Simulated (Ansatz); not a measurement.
System: SnO2, net charge 1, doublet state. 
Geometry from a B3LYP-D3(BJ)/def2-TZVP (Ansatz, a quantum-chemistry and plane-wave program) optimisation:
```
Sn
O 1 1.7988
O 1 1.8996 2 180.00
```
Charge +1, spin multiplicity 2.

Task: Give the harmonic wavenumbers at B3LYP-D3(BJ)/def2-TZVP (Ansatz, finite differences of forces, unscaled).

Result: 138, 144, 458, 791 cm⁻¹. Zero-point energy 2.2 kcal/mol.

Task: From these and the geometry, give the ideal-gas thermochemistry at 298.15 K and 1 atm (rigid rotor, harmonic oscillator).

Result: Point group C∞v, rotational symmetry number 1. Rotational constants 4.616, 4.616 GHz. S(trans) 40.94, S(rot) 16.30, S(vib) 6.57, S(elec, spin only) 1.38, S 65.2 cal/(mol K). H(298) - H(0) 3.11 kcal/mol; G - E(el) -14.1 kcal/mol.
